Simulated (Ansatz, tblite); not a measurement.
Species of one formula, C10H6F12MgO6 (singlet), each relaxed with r2SCAN-D4/def2-SVP in Ansatz.

The xTB rows come from tblite. Correlated methods freeze 29 core orbitals; core or outer-core shells of Mg are correlated, in sets that lack core-valence functions. Single mean-field runs in def2-SVP, def2-TZVP are fitted with def2-universal-jkfit.

Other spin states weren't relaxed.

A: trans-Mg(H2O)2(hfac)2 (C10H6F12MgO6)

```xyz
35

C     2.216    0.829   -1.799
C     3.100    0.439   -2.995
C     2.292    2.142   -1.304
C     1.535    2.539   -0.188
C     1.694    3.974    0.340
C    -2.217   -0.829    1.800
C    -3.104   -0.438    2.992
C    -2.293   -2.142    1.303
C    -1.535   -2.539    0.189
C    -1.693   -3.974   -0.339
F     2.334    0.045   -4.019
F     3.898   -0.583   -2.655
F     3.878    1.445   -3.422
F     2.095    3.947    1.619
F     0.518    4.612    0.287
F     2.587    4.693   -0.357
F    -3.899    0.586    2.652
F    -2.339   -0.046    4.020
F    -3.884   -1.442    3.417
F    -2.084   -3.948   -1.620
F    -2.591   -4.691    0.353
F    -0.518   -4.613   -0.276
Mg    0.001    0.000    0.001
O     1.267   -0.880    1.466
O    -1.265    0.880   -1.465
O     1.498   -0.110   -1.373
O     0.720    1.845    0.471
O    -1.497    0.110    1.375
O    -0.718   -1.846   -0.468
H     1.616   -0.243    2.107
H     2.041   -1.324    1.089
H    -2.041    1.321   -1.089
H    -1.610    0.242   -2.107
H     2.969    2.854   -1.773
H    -2.972   -2.852    1.770
```

B: cis-Mg(H2O)2(hfac)2 (C₁₀H₆F₁₂MgO₆)

Cartesian coordinates in Å:
```
C 1.869 -0.031 -0.626
C 2.369 -0.840 -1.832
C 2.531 -0.162 0.607
C 2.097 0.547 1.737
C 2.913 0.449 3.033
C -2.394 0.160 -1.410
C -3.296 0.482 -2.609
C -2.022 -1.172 -1.177
C -1.257 -1.521 -0.048
C -0.838 -2.985 0.145
F 2.707 -0.018 -2.833
F 1.384 -1.639 -2.267
F 3.429 -1.606 -1.547
F 2.107 0.147 4.061
F 3.486 1.633 3.296
F 3.879 -0.475 2.977
F -2.707 1.405 -3.384
F -4.460 0.989 -2.180
F -3.564 -0.587 -3.368
F -1.271 -3.440 1.327
F 0.502 -3.064 0.138
F -1.306 -3.797 -0.811
Mg -0.493 1.245 0.546
O -0.396 3.240 -0.117
O -1.558 1.754 2.284
O 0.869 0.688 -0.879
O 1.088 1.297 1.830
O -2.077 1.175 -0.731
O -0.838 -0.751 0.852
H -1.117 3.318 -0.764
H 0.412 3.447 -0.607
H -0.888 1.757 2.987
H -2.225 1.111 2.563
H 3.402 -0.811 0.683
H -2.337 -1.947 -1.873
```

Task: Estimate which lies lowest at each level, and how far above it the others are (kJ/mol).

Result: 
```tsv
level	A	B
GFN1-xTB	11.6	0.0
GFN2-xTB	33.5	0.0
HF/STO-3G	0.0	8.8
HF/def2-SVP	0.0	6.2
PBE-D4/def2-SVP	8.8	0.0
PBE-D4/def2-TZVP	4.1	0.0
r2SCAN-D4/def2-TZVP	6.8	0.0
PBE0-D4/def2-SVP	8.4	0.0
PBE0-D4/def2-TZVP	4.1	0.0
BHLYP-D4/def2-TZVP	5.5	0.0
RPA@PBE/def2-SVP	1.4	0.0
MP2/def2-SVP	4.0	0.0
```
Point groups (tolerance 0.1 Å): A C2h, B not assigned. A and B have the same bonds, so they are conformers or stereoisomers.
